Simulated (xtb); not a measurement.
ClK, singlet, at a GFN2-xTB geometry (such geometries of metal compounds can be far from the true shape), atoms displaced at random by about 0.02 Å a coordinate; xtb 6.7.1 with GFN1-xTB.

xtb was given this input:
```
$ xtb mol.xyz --gfn 1 --opt vtight --json

# file mol.xyz
2

K      0.00595926    -0.03441773    -1.19218961
Cl     0.03209355    -0.00629332     1.37321448
```

It wrote (shortened):

```
   ID    Z sym.   atoms
    1   19 K      1
    2   17 Cl     2

           -------------------------------------------------
          |                Calculation Setup                |
           -------------------------------------------------

           -------------------------------------------------
          |                 G F N 1 - x T B                 |
           -------------------------------------------------

          ...................................................
          :                      SETUP                      :
          :.................................................:
          :  # basis functions                  14          :
          :  # atomic orbitals                  13          :
          :  # shells                            5          :
          :  # electrons                         8          :
          :  # halogen bonds                     0          :
          :  max. iterations                   250          :
          :  Hamiltonian                  GFN1-xTB          :
          :  restarted?                      false          :
          :  GBSA solvation                  false          :
          :  PC potential                    false          :
          :  electronic temp.          300.0000000     K    :
          :  accuracy                    1.0000000          :
          :  -> integral cutoff          0.2500000E+02      :
          :  -> integral neglect         0.1000000E-07      :
          :  -> SCF convergence          0.1000000E-05 Eh   :
          :  -> wf. convergence          0.2000000E-04 e    :
          :  Broyden damping             0.4000000          :
          :  net charge                          0          :
          :  unpaired electrons                  0          :
          ...................................................

 iter      E             dE          RMSdq      gap      omega  full diag
   1     -4.6353125 -0.463531E+01  0.433E+00    4.82       0.0  T
   2     -4.6363815 -0.106902E-02  0.257E+00    5.12       1.0  T
   3     -4.6366178 -0.236288E-03  0.273E-01    5.43       1.0  T
   4     -4.6366346 -0.168692E-04  0.349E-02    5.37       2.0  T
   5     -4.6366351 -0.413692E-06  0.354E-04    5.35     199.8  T
   6     -4.6366351 -0.397282E-11  0.892E-05    5.35     793.0  T
   7     -4.6366351 -0.142197E-11  0.457E-08    5.35  100000.0  T

   *** convergence criteria satisfied after 7 iterations ***

[...]
         :: total energy              -4.632178568704 Eh    ::
 * total energy  :    -4.6321786 Eh     change       -0.1776357E-14 Eh
 * total energy  :    -4.6320972 Eh     change        0.8140755E-04 Eh
 * total energy  :    -4.6321783 Eh     change       -0.8114894E-04 Eh
 * total energy  :    -4.6321858 Eh     change       -0.7448846E-05 Eh
 * total energy  :    -4.6321870 Eh     change       -0.1226207E-05 Eh
 * total energy  :    -4.6321870 Eh     change       -0.8301830E-09 Eh
   *** GEOMETRY OPTIMIZATION CONVERGED AFTER 6 ITERATIONS ***
         :: total energy              -4.632186985980 Eh    ::
[...]

    * Orbital Energies and Occupations

         #    Occupation            Energy/Eh            Energy/eV
      -------------------------------------------------------------
         1        2.0000           -0.8350503             -22.7229
         2        2.0000           -0.4368554             -11.8874
         3        2.0000           -0.4368554             -11.8874
         4        2.0000           -0.4337516             -11.8030 (HOMO)
         5                         -0.2366659              -6.4400 (LUMO)
         6                         -0.1532498              -4.1701
         7                         -0.1532498              -4.1701
         8                          0.0006515               0.0177
         9                          0.0382411               1.0406
        10                          0.0382411               1.0406
        11                          0.0396234               1.0782
        12                          0.0396234               1.0782
        13                          0.0399610               1.0874
      -------------------------------------------------------------
                  HL-Gap            0.1970857 Eh            5.3630 eV
             Fermi-level           -0.3352087 Eh           -9.1215 eV

  Mulliken/CM5 charges         n(s)   n(p)   n(d)
     1K     0.70361  0.87577   0.046  0.250  0.000
     2Cl   -0.70361 -0.87577   1.879  5.825 -0.000

Wiberg/Mayer (AO) data.
largest (>0.10) Wiberg bond orders for each atom

 ---------------------------------------------------------------------------
     #   Z sym  total        # sym  WBO       # sym  WBO       # sym  WBO
 ---------------------------------------------------------------------------
     1  19 K    0.562 --     2 Cl   0.562
     2  17 Cl   0.562 --     1 K    0.562
 ---------------------------------------------------------------------------

Topologies differ in total number of bonds
Writing topology from bond orders to xtbtopo.mol

 dipole moment from electron density (au)
     X       Y       Z
  -0.0427  -0.0460  -4.1960  total (Debye):   10.666

optimized geometry written to: xtbopt.xyz

           -------------------------------------------------
          | TOTAL ENERGY               -4.632186985980 Eh   |
          | GRADIENT NORM               0.000000130789 Eh/α |
          | HOMO-LUMO GAP               5.362975051031 eV   |
           -------------------------------------------------

normal termination of xtb
```
